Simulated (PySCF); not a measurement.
# BeO⁺, HF: how much the basis matters

PySCF, UHF reference; doublet, unpaired electrons π ↑; De to Be⁺ + O without counterpoise correction.

```csv
basis,relativity,functions,Re (Å),ωe (cm⁻¹),De (eV),μ (D)
cc-pVDZ,no relativity,28,1.434,1287,1.69,-8.10
aug-pcseg-1,no relativity,36,1.433,1265,1.66,-8.02
cc-pVTZ,no relativity,60,1.404,1357,2.01,-7.91
```

Q: How does each smaller set differ from the one with most functions, cc-pVTZ?

A: cc-pVDZ: +3.0 pm, -5.2 % in ωe, -0.32 eV in De; aug-pcseg-1: +2.9 pm, -6.8 % in ωe, -0.35 eV in De. All at HF; the set with most functions is neither the basis-set limit nor always the best.

A positive dipole points towards O; it is taken about the centre of mass and depends on that origin. For an ion De counts to the pair picked by the measured ionisation energies or electron affinities, which need not be the lowest pair at this level. Hartree–Fock leaves out correlation, which carries a large part of most bond energies and some tenths to 1 eV of ionisation energies. The state was picked by a PBE0 search and need not be the measured ground state.
